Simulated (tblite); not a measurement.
Record of a relaxation.

Compound: C3H8BP.
Atom-mapped SMILES: `[BH3-:1][P@H+:2]([CH3:3])[C:4]#[CH:5]` (hydrogens: H6, H7, H8 on B1; H9 on P2; H10, H11, H12 on C3; H13 on C5)
Bond orders are those of one Lewis drawing.

Computed with GFN2-xTB (tblite), gas phase: L-BFGS steps from a force-field or distance-geometry start until the largest atomic force falls under 0.01 eV/Å. 13 of its 67 geometries are shown.

Step 0: E = -385.1531 eV, largest atomic force 2.017 eV/Å
```
atom  x, y, z in Å  |  force x, y, z in eV/Å
B1     -1.273   -1.216   -0.291   -1.176  -0.293  -0.265
P2     -0.076    0.030    0.460   -0.793  -1.854   0.030
C3     -0.383    1.718   -0.079    0.314   0.851   0.922
C4      1.593   -0.435    0.109    0.774   0.469   0.446
C5      2.744   -0.759   -0.098   -0.313   0.124   0.032
H6     -1.740   -0.842   -1.327    0.487   0.221  -0.178
H7     -2.209   -1.267    0.458    0.061   0.094   0.331
H8     -0.785   -2.279   -0.378    0.363  -0.274   0.002
H9     -0.304    0.003    1.876    0.891   0.394  -0.679
H10    -1.287    2.063    0.485    0.660  -0.146  -0.674
H11    -0.543    1.726   -1.164    0.062   0.133   0.400
H12     0.504    2.304    0.240   -0.596   0.173  -0.455
H13     3.755   -1.045   -0.309   -0.732   0.109   0.088
```

Step 6: E = -385.5667 eV, largest atomic force 0.357 eV/Å
```
atom  x, y, z in Å  |  force x, y, z in eV/Å
B1     -1.373   -1.289   -0.321    0.026   0.109   0.053
P2     -0.117   -0.058    0.428   -0.044   0.028   0.082
C3     -0.351    1.694   -0.034   -0.067   0.349  -0.035
C4      1.599   -0.366    0.182    0.150  -0.002  -0.026
C5      2.711   -0.745   -0.093   -0.160   0.078   0.051
H6     -1.692   -0.817   -1.371    0.037  -0.124   0.014
H7     -2.238   -1.267    0.505   -0.078  -0.098  -0.139
H8     -0.771   -2.309   -0.382   -0.167  -0.165  -0.051
H9     -0.178    0.042    1.817    0.305   0.036   0.004
H10    -1.258    2.067    0.448    0.065  -0.084   0.047
H11    -0.526    1.740   -1.107    0.072  -0.040  -0.117
H12     0.486    2.347    0.216   -0.011  -0.145   0.079
H13     3.702   -1.038   -0.305   -0.129   0.058   0.037
```

Step 11: E = -385.6078 eV, largest atomic force 0.170 eV/Å
```
atom  x, y, z in Å  |  force x, y, z in eV/Å
B1     -1.377   -1.296   -0.315   -0.013  -0.082  -0.021
P2     -0.129   -0.049    0.437    0.075   0.036   0.033
C3     -0.354    1.713   -0.042    0.021  -0.121   0.062
C4      1.586   -0.340    0.184   -0.106  -0.009  -0.133
C5      2.691   -0.729   -0.086    0.132  -0.018  -0.038
H6     -1.673   -0.845   -1.376    0.017   0.044  -0.054
H7     -2.271   -1.293    0.470   -0.119   0.017   0.002
H8     -0.824   -2.344   -0.391    0.024  -0.025   0.061
H9     -0.070    0.065    1.824    0.003   0.061   0.053
H10    -1.258    2.065    0.457    0.027   0.057  -0.105
H11    -0.503    1.745   -1.124    0.016   0.057   0.119
H12     0.497    2.333    0.239   -0.071  -0.053  -0.008
H13     3.679   -1.024   -0.296   -0.008   0.037   0.030
```

Step 16: E = -385.6218 eV, largest atomic force 0.099 eV/Å
```
atom  x, y, z in Å  |  force x, y, z in eV/Å
B1     -1.387   -1.310   -0.313   -0.034  -0.006   0.021
P2     -0.131   -0.056    0.455   -0.076  -0.034  -0.051
C3     -0.355    1.700   -0.031   -0.006   0.028  -0.008
C4      1.574   -0.340    0.135   -0.017  -0.041  -0.004
C5      2.694   -0.718   -0.089   -0.017   0.009  -0.025
H6     -1.654   -0.850   -1.383    0.077   0.000   0.036
H7     -2.312   -1.299    0.441   -0.001   0.028  -0.028
H8     -0.841   -2.366   -0.373    0.001   0.058   0.062
H9     -0.022    0.095    1.842   -0.002  -0.014  -0.056
H10    -1.259    2.081    0.437   -0.070  -0.002   0.052
H11    -0.487    1.758   -1.110    0.024  -0.071  -0.057
H12     0.493    2.315    0.257    0.066   0.020   0.071
H13     3.683   -1.009   -0.286    0.054   0.025  -0.013
```

Step 22: E = -385.6300 eV, largest atomic force 0.097 eV/Å
```
atom  x, y, z in Å  |  force x, y, z in eV/Å
B1     -1.401   -1.313   -0.303    0.028   0.077   0.020
P2     -0.143   -0.062    0.449    0.026  -0.004   0.045
C3     -0.355    1.698   -0.024    0.007   0.026  -0.005
C4      1.556   -0.361    0.102    0.045  -0.008   0.007
C5      2.690   -0.707   -0.104   -0.056   0.015  -0.005
H6     -1.611   -0.855   -1.382   -0.009  -0.018  -0.088
H7     -2.349   -1.286    0.414   -0.038   0.048   0.015
H8     -0.851   -2.362   -0.330    0.021  -0.087   0.038
H9      0.005    0.101    1.828   -0.012  -0.054   0.035
H10    -1.268    2.083    0.433    0.030  -0.051  -0.026
H11    -0.464    1.745   -1.107    0.018   0.034   0.001
H12     0.496    2.301    0.290   -0.030  -0.009  -0.012
H13     3.691   -0.980   -0.284   -0.031   0.031  -0.025
```

Step 28: E = -385.6403 eV, largest atomic force 0.146 eV/Å
```
atom  x, y, z in Å  |  force x, y, z in eV/Å
B1     -1.405   -1.300   -0.295   -0.045  -0.125  -0.061
P2     -0.151   -0.072    0.460    0.035   0.051  -0.038
C3     -0.344    1.689   -0.021   -0.013  -0.009   0.050
C4      1.536   -0.381    0.085   -0.001   0.043   0.047
C5      2.676   -0.691   -0.135    0.101   0.006   0.000
H6     -1.552   -0.894   -1.414    0.030  -0.073   0.089
H7     -2.390   -1.218    0.376    0.041   0.034  -0.057
H8     -0.872   -2.368   -0.236   -0.107   0.053   0.001
H9      0.017    0.057    1.842   -0.036   0.025  -0.025
H10    -1.275    2.050    0.414   -0.021   0.054  -0.022
H11    -0.419    1.752   -1.108    0.017  -0.039   0.076
H12     0.490    2.296    0.327   -0.009   0.006   0.004
H13     3.685   -0.922   -0.313    0.009  -0.025  -0.062
```

Step 33: E = -385.6623 eV, largest atomic force 0.245 eV/Å
```
atom  x, y, z in Å  |  force x, y, z in eV/Å
B1     -1.437   -1.317   -0.290    0.079   0.162   0.166
P2     -0.155   -0.096    0.473   -0.020  -0.161  -0.019
C3     -0.327    1.673    0.025   -0.032   0.011  -0.054
C4      1.528   -0.390    0.070    0.199   0.017  -0.020
C5      2.676   -0.625   -0.204   -0.121   0.058   0.006
H6     -1.379   -1.063   -1.453   -0.011  -0.050  -0.047
H7     -2.480   -1.022    0.216    0.089  -0.048  -0.048
H8     -1.026   -2.394    0.003   -0.098  -0.038  -0.036
H9      0.036   -0.020    1.856   -0.084   0.077  -0.023
H10    -1.308    2.020    0.352    0.073   0.052   0.042
H11    -0.287    1.742   -1.061   -0.038  -0.027  -0.057
H12     0.469    2.289    0.438   -0.054   0.000   0.113
H13     3.685   -0.798   -0.443    0.017  -0.053  -0.022
```

Step 38: E = -385.6745 eV, largest atomic force 0.084 eV/Å
```
atom  x, y, z in Å  |  force x, y, z in eV/Å
B1     -1.425   -1.310   -0.282   -0.019  -0.034  -0.074
P2     -0.143   -0.108    0.472    0.010   0.057   0.025
C3     -0.325    1.667    0.033   -0.026  -0.012   0.005
C4      1.554   -0.374    0.090   -0.017   0.017   0.022
C5      2.691   -0.604   -0.225    0.040  -0.009  -0.048
H6     -1.342   -1.135   -1.461    0.033   0.010   0.010
H7     -2.471   -0.958    0.167   -0.002   0.027   0.037
H8     -1.099   -2.402    0.058   -0.004  -0.016   0.016
H9     -0.010   -0.035    1.862   -0.007   0.058  -0.035
H10    -1.309    2.021    0.344    0.035  -0.057   0.008
H11    -0.264    1.734   -1.054   -0.006   0.031   0.006
H12     0.449    2.291    0.478   -0.013  -0.063   0.005
H13     3.690   -0.787   -0.500   -0.023  -0.009   0.024
```

Step 44: E = -385.6778 eV, largest atomic force 0.036 eV/Å
```
atom  x, y, z in Å  |  force x, y, z in eV/Å
B1     -1.424   -1.313   -0.286    0.006  -0.027   0.019
P2     -0.141   -0.109    0.470    0.018  -0.027  -0.016
C3     -0.329    1.661    0.030    0.007  -0.004  -0.003
C4      1.559   -0.366    0.096    0.009  -0.013  -0.007
C5      2.690   -0.602   -0.238   -0.005  -0.011   0.020
H6     -1.329   -1.138   -1.463    0.000   0.000   0.009
H7     -2.464   -0.946    0.169    0.006   0.014  -0.018
H8     -1.111   -2.408    0.062   -0.001   0.026  -0.010
H9     -0.017   -0.006    1.856    0.003   0.006   0.012
H10    -1.311    2.006    0.351   -0.019  -0.001   0.005
H11    -0.266    1.748   -1.054   -0.018   0.011  -0.015
H12     0.448    2.270    0.488    0.004   0.023   0.012
H13     3.690   -0.794   -0.499   -0.011   0.002  -0.008
```

Step 50: E = -385.6783 eV, largest atomic force 0.017 eV/Å
```
atom  x, y, z in Å  |  force x, y, z in eV/Å
B1     -1.424   -1.315   -0.284    0.006   0.016   0.001
P2     -0.138   -0.113    0.470   -0.004   0.003  -0.001
C3     -0.328    1.659    0.032   -0.007   0.002   0.004
C4      1.561   -0.370    0.096    0.004  -0.004   0.000
C5      2.691   -0.602   -0.241    0.002  -0.004  -0.002
H6     -1.311   -1.157   -1.461    0.006  -0.001  -0.014
H7     -2.465   -0.923    0.148   -0.004  -0.003   0.002
H8     -1.128   -2.406    0.083   -0.003  -0.003   0.005
H9     -0.017   -0.007    1.857    0.006   0.002   0.000
H10    -1.314    1.996    0.349   -0.009  -0.002   0.006
H11    -0.262    1.753   -1.052   -0.003  -0.002   0.008
H12     0.442    2.270    0.500   -0.006   0.007  -0.010
H13     3.690   -0.786   -0.514    0.012  -0.011   0.000
```

Step 55: E = -385.6787 eV, largest atomic force 0.024 eV/Å
```
atom  x, y, z in Å  |  force x, y, z in eV/Å
B1     -1.421   -1.311   -0.286    0.003  -0.011   0.000
P2     -0.135   -0.110    0.469    0.018  -0.007   0.004
C3     -0.333    1.661    0.032   -0.001  -0.002   0.003
C4      1.564   -0.375    0.096    0.001   0.017  -0.007
C5      2.695   -0.611   -0.238    0.000   0.002  -0.008
H6     -1.310   -1.153   -1.464    0.004   0.005   0.009
H7     -2.462   -0.924    0.150   -0.003   0.010  -0.007
H8     -1.126   -2.404    0.078    0.004   0.006   0.001
H9     -0.011    0.002    1.856    0.001  -0.011  -0.003
H10    -1.319    1.990    0.357   -0.005   0.001   0.001
H11    -0.275    1.757   -1.051   -0.008  -0.004  -0.008
H12     0.435    2.277    0.494    0.004   0.006   0.002
H13     3.694   -0.797   -0.511   -0.018  -0.010   0.013
```

Step 60: E = -385.6791 eV, largest atomic force 0.044 eV/Å
```
atom  x, y, z in Å  |  force x, y, z in eV/Å
B1     -1.417   -1.309   -0.287   -0.003   0.014   0.007
P2     -0.129   -0.109    0.469   -0.038   0.020  -0.011
C3     -0.339    1.662    0.034   -0.005   0.002  -0.005
C4      1.569   -0.368    0.095   -0.006   0.004  -0.004
C5      2.697   -0.618   -0.239   -0.004  -0.002   0.006
H6     -1.302   -1.151   -1.464    0.009  -0.001  -0.006
H7     -2.459   -0.915    0.143    0.018  -0.002   0.000
H8     -1.126   -2.402    0.080   -0.001  -0.003   0.002
H9     -0.005    0.000    1.855    0.007  -0.003   0.012
H10    -1.326    1.983    0.365    0.007   0.002   0.000
H11    -0.290    1.757   -1.051    0.000  -0.005   0.017
H12     0.428    2.286    0.490   -0.010  -0.018  -0.008
H13     3.694   -0.815   -0.506    0.026  -0.008  -0.008
```

Step 66: E = -385.6793 eV, largest atomic force 0.010 eV/Å
```
atom  x, y, z in Å  |  force x, y, z in eV/Å
B1     -1.414   -1.306   -0.287    0.003  -0.001  -0.003
P2     -0.128   -0.107    0.469    0.008  -0.003   0.005
C3     -0.345    1.662    0.035    0.001   0.001   0.002
C4      1.570   -0.366    0.089    0.000   0.000   0.001
C5      2.698   -0.622   -0.239   -0.002  -0.001  -0.001
H6     -1.290   -1.153   -1.465    0.001   0.000   0.001
H7     -2.456   -0.908    0.136   -0.002   0.003  -0.001
H8     -1.130   -2.399    0.085    0.003  -0.004   0.000
H9      0.002    0.000    1.856   -0.001   0.001  -0.004
H10    -1.331    1.981    0.369    0.000   0.003  -0.001
H11    -0.298    1.756   -1.049   -0.006  -0.001  -0.003
H12     0.422    2.287    0.489    0.005   0.001   0.002
H13     3.695   -0.824   -0.505   -0.010   0.002   0.002
```

**Question.** Summarise the path.

**Answer.** The energy falls by 50.77 kJ/mol from step 0 to step 66; nine tenths of that is first reached at step 20. It falls at every step. The largest force goes from 2.017 to 0.010 eV/Å. Among the bonds P2–H9 changes most, from 1.434 to 1.397 Å; the atoms move by 0.331 Å rms after alignment.
